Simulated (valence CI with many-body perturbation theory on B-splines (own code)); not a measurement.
# Hyperfine factors and g values of Pm46+

Calculated by configuration interaction combined with many-body perturbation theory (CI+MBPT): five valence electrons over a frozen Dirac-Fock core [Ne], radial functions for each j: 9 s, 9 p, 8 d, 6 f, 3 g, 1 h, with the one-electron correlation potential Σ1 (screened to all orders), the two-electron term Σ2, the three-electron term Σ3, Breit, model QED; selected single and double excitations, second order for the rest (own B-spline code, finite nucleus).

The last digits are not significant, and no measured levels were compared; by estimate large intervals hold to a few tenths of a per cent, small ones and those within an open d or f shell to about a per cent. Among the levels kept, up to 580 cm⁻¹ of a level comes from second order outside the variational space, and about a tenth of that is noise between levels of different J, which matters for small intervals.

A/g_I is the dipole constant over the nuclear g factor μ/I (μ in nuclear magnetons, uniformly magnetised nucleus), B/Q the quadrupole constant per barn. Both hold the static response of the core; the bare values leave it out. Large factors of s and p1/2 electrons are usually good to 5 to 10 %; those of open d and f shells near neutrality can be off by tens of per cent, and small factors of p3/2, d and f electrons come from cancelling terms and can be off by a factor of two or in sign, in half-filled shells by more. B is blank for J = 1/2, where it vanishes, and for nearly pure S terms. Energies count from the lowest level.

Levels are named by their leading jj configuration (3d3/2^4 stands for four electrons in 3d with j = 3/2), which in mixed levels can hold well under half, so a name can repeat and another be missing. Letters in brackets count levels of one name in rising energy.

| Level | E (eV) | g | A/g_I (MHz) | A/g_I bare | B/Q (MHz/b) | B/Q bare |
| --- | --- | --- | --- | --- | --- | --- |
| (3s^2 3p1/2^2 3p3/2) J=3/2 | 0.00 | 1.369 | 103000 | 103000 | 192000 | 189000 |
| (3s^2 3p1/2 3p3/2^2) J=3/2 | 131.25 | 1.448 | -20500 | -17800 | 26900 | 26400 |
| (3s^2 3p1/2 3p3/2^2) J=5/2 | 140.77 | 1.191 | 238000 | 235000 | -590 | -576 |
| (3s^2 3p1/2 3p3/2^2) J=1/2 | 152.62 | 0.654 | 759000 | 743000 |  |  |
| (3s^2 3p1/2^2 3d3/2) J=3/2 | 178.63 | 0.779 | 53700 | 55200 | 26300 | 27600 |
| (3s^2 3p1/2^2 3d5/2) J=5/2 | 218.82 | 1.226 | 53600 | 54700 | 11000 | 12900 |
| (3s 3p1/2^2 3p3/2^2) J=5/2 | 261.63 | 1.447 | 486000 | 478000 | 77700 | 76500 |
| (3s 3p1/2^2 3p3/2^2) J=1/2 | 284.44 | 2.132 | 2040000 | 2000000 |  |  |
| (3s 3p1/2^2 3p3/2^2) J=3/2 | 284.54 | 1.151 | -248000 | -239000 | -37000 | -36300 |
| (3s^2 3p3/2^3) J=3/2 | 285.31 | 1.294 | 111000 | 110000 | -218000 | -214000 |
| (3s^2 3p1/2 3p3/2 3d3/2) J=5/2 [a] | 308.66 | 0.956 | 180000 | 178000 | -27300 | -26000 |
| (3s^2 3p1/2 3p3/2 3d3/2) J=3/2 [a] | 310.47 | 0.917 | 173000 | 171000 | -126000 | -124000 |
| (3s^2 3p1/2 3p3/2 3d3/2) J=1/2 [a] | 310.79 | 0.208 | 278000 | 274000 |  |  |
| (3s^2 3p1/2 3p3/2 3d3/2) J=7/2 | 318.13 | 1.048 | 175000 | 174000 | 189000 | 188000 |
| (3s^2 3p1/2 3p3/2 3d3/2) J=5/2 [b] | 340.86 | 1.204 | 42400 | 44200 | 169000 | 167000 |
| (3s^2 3p1/2 3p3/2 3d5/2) J=7/2 [a] | 341.55 | 1.305 | -23200 | -20300 | 221000 | 220000 |
| (3s^2 3p1/2 3p3/2 3d5/2) J=3/2 [a] | 347.05 | 1.484 | -15900 | -11800 | -38900 | -38900 |
| (3s^2 3p1/2 3p3/2 3d3/2) J=3/2 [b] | 347.43 | 1.144 | -30400 | -27700 | -33100 | -32200 |
| (3s^2 3p1/2 3p3/2 3d3/2) J=1/2 [b] | 347.58 | 1.672 | 520000 | 509000 |  |  |
| (3s^2 3p1/2 3p3/2 3d5/2) J=5/2 [a] | 351.62 | 1.151 | 192000 | 190000 | -140000 | -137000 |
| (3s^2 3p1/2 3p3/2 3d5/2) J=9/2 | 351.72 | 1.194 | 131000 | 130000 | 198000 | 197000 |
| (3s^2 3p1/2 3p3/2 3d5/2) J=7/2 [b] | 370.54 | 1.105 | 149000 | 147000 | 28200 | 29300 |
| (3s^2 3p1/2 3p3/2 3d5/2) J=5/2 [b] | 371.91 | 1.232 | -13800 | -11500 | 42600 | 43300 |
| (3s^2 3p1/2 3p3/2 3d5/2) J=3/2 [b] | 376.98 | 0.935 | 212000 | 208000 | 29000 | 29000 |
| (3s^2 3p1/2 3p3/2 3d5/2) J=1/2 | 379.27 | 1.274 | -239000 | -231000 |  |  |
| (3s 3p1/2 3p3/2^3) J=3/2 [a] | 405.49 | 1.412 | 339000 | 334000 | -182000 | -180000 |
| (3s 3p1/2 3p3/2^3) J=5/2 | 417.59 | 1.279 | 580000 | 568000 | -239000 | -235000 |
| (3s 3p1/2 3p3/2^3) J=1/2 | 433.83 | 1.334 | -513000 | -497000 |  |  |
| (3s 3p1/2^2 3p3/2 3d3/2) J=5/2 [a] | 434.42 | 1.294 | 391000 | 385000 | 55500 | 54300 |
| (3s 3p1/2 3p3/2^3) J=3/2 [b] | 435.25 | 1.143 | 221000 | 218000 | -4660 | -4560 |
| (3s 3p1/2^2 3p3/2 3d3/2) J=3/2 [a] | 436.18 | 1.317 | 267000 | 264000 | -3160 | -4050 |
| (3s 3p1/2^2 3p3/2 3d3/2) J=1/2 [a] | 437.33 | 2.533 | 1220000 | 1190000 |  |  |
| (3s 3p1/2^2 3p3/2 3d3/2) J=7/2 | 441.14 | 1.306 | 376000 | 370000 | 172000 | 170000 |
| (3s 3p1/2^2 3p3/2 3d3/2) J=3/2 [b] | 455.48 | 0.991 | 133000 | 132000 | -111000 | -109000 |
| (3s 3p1/2^2 3p3/2 3d3/2) J=5/2 [b] | 467.65 | 0.871 | -84600 | -80100 | 124000 | 124000 |
| (3s 3p1/2^2 3p3/2 3d5/2) J=9/2 | 467.90 | 1.377 | 303000 | 299000 | 188000 | 187000 |
| (3s 3p1/2^2 3p3/2 3d3/2) J=1/2 [b] | 470.75 | 0.567 | 344000 | 337000 |  |  |
| (3s^2 3p3/2^2 3d3/2) J=5/2 | 474.81 | 1.184 | 147000 | 146000 | -30900 | -30900 |
| (3s^2 3p3/2^2 3d3/2) J=7/2 | 475.80 | 1.135 | 85800 | 86400 | 44100 | 44600 |
| (3s^2 3p3/2^2 3d3/2) J=3/2 [a] | 476.55 | 1.184 | 45500 | 47100 | -60900 | -60800 |

Problem. Take the isotope of mass number 147, with I = 7/2, μ = 2.58 μN and Q = 0.74 b. What is the hyperfine structure of (3s^2 3p1/2 3p3/2^2) J=5/2?

Solution. From the table A = 176000 MHz, B = -436 MHz. Shifts from the centre of gravity in MHz: F = 1: -1980000, F = 2: -1630000, F = 3: -1100000, F = 4: -396000, F = 5: 484000, F = 6: 1540000.
